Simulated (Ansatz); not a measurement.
One change: `N=[C](O)[GaH2]` becomes `N=[C](O)[AlH][SH]`.

Ansatz, PBE0-D4/def2-TZVP geometries, multiplicity 1. Each molecule was computed in one conformer, which needn't be the lowest.

Scalar relativity is left out up to krypton.

```
                               property  `N=[C](O)[GaH2]`
  HOMO–LUMO gap (B3LYP/def2-TZVPP) / eV              4.74
   HOMO–LUMO gap (PBE0/def2-TZVPP) / eV              5.22
  HOMO energy (ωB97M-V/def2-TZVPP) / eV             -9.70
     HOMO energy (PBE0/def2-TZVPP) / eV             -7.41
      LUMO energy (PBE/def2-TZVPP) / eV             -3.00
HOMO–LUMO gap (ωB97M-V/def2-TZVPP) / eV              9.26
```

Give the same properties after the change, and the shifts. (Best estimate.)

The calculation gave: 
| property | `N=[C](O)[AlH][SH]` | shift |
| --- | --- | --- |
| HOMO–LUMO gap (B3LYP/def2-TZVPP) / eV | 5.76 | 1.02 |
| HOMO–LUMO gap (PBE0/def2-TZVPP) / eV | 6.22 | 1.00 |
| HOMO energy (ωB97M-V/def2-TZVPP) / eV | -9.99 | -0.29 |
| HOMO energy (PBE0/def2-TZVPP) / eV | -7.80 | -0.39 |
| LUMO energy (PBE/def2-TZVPP) / eV | -2.38 | 0.62 |
| HOMO–LUMO gap (ωB97M-V/def2-TZVPP) / eV | 10.17 | 0.91 |

With PBE0 the HOMO falls by 0.39 eV and the LUMO rises by 0.61 eV, so the gap widens by about 1.00 eV. PBE moves the HOMO by -0.34 eV and ωB97M-V by -0.29 eV.

B3LYP here is the variant with VWN-RPA as its local correlation; programs differ in this.
